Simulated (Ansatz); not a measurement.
System: C4H7Cl2, net charge 0, doublet state. It need not be the lowest isomer of its formula. SMILES: [CH2][C@H](Cl)CCCl
Structure (B3LYP-D3(BJ)/def2-TZVP (Ansatz, an electronic-structure program) minimum search):
```
C
H 1 1.0935
H 1 1.0940 2 107.33
C 1 1.5147 2 109.27 3 -117.05
H 4 1.0858 1 111.75 2 -176.99
H 4 1.0865 5 109.74 1 123.53
C 1 1.5183 2 107.52 3 117.18
H 7 1.0862 1 111.44 2 72.70
C 7 1.4561 8 112.64 1 130.71
H 9 1.0800 7 120.29 8 31.66
H 9 1.0818 10 118.48 7 -168.33
Cl 4 1.8099 5 106.35 6 114.34
Cl 7 1.8968 8 101.69 9 114.14
```
Charge 0, spin multiplicity 2.

Wanted: atomisation energy (electronic, to ground-state atoms); the coupled-cluster value holds the core correlation from cc-pwCVTZ, in kcal/mol. Correlated levels leave the core frozen unless marked. UHF or UKS for open shells. Spin-orbit coupling is left out. No relativistic terms. CBS(X,Y): correlation extrapolated as X^-3; Hartree-Fock from the larger set.

Level to compare with: CCSD(T)/CBS(cc-pV(T+d)Z,cc-pV(Q+d)Z) plus the core term (Ansatz), 1157.4 kcal/mol. It is a level with limits of its own, and the differences hold the functionals' basis error too.

Task: Rank these functionals by how close they come to CCSD(T)/CBS(cc-pV(T+d)Z,cc-pV(Q+d)Z), closest first: revPBE/def2-TZVPD (Ansatz); CAM-B3LYP/def2-TZVPD (Ansatz); PBE/def2-TZVPD (Ansatz).

Result: CAM-B3LYP/def2-TZVPD (range-separated hybrid, 1149.2 kcal/mol, difference -8.2), PBE/def2-TZVPD (GGA, 1178.2 kcal/mol, difference 20.8), revPBE/def2-TZVPD (GGA, 1134.9 kcal/mol, difference -22.5)
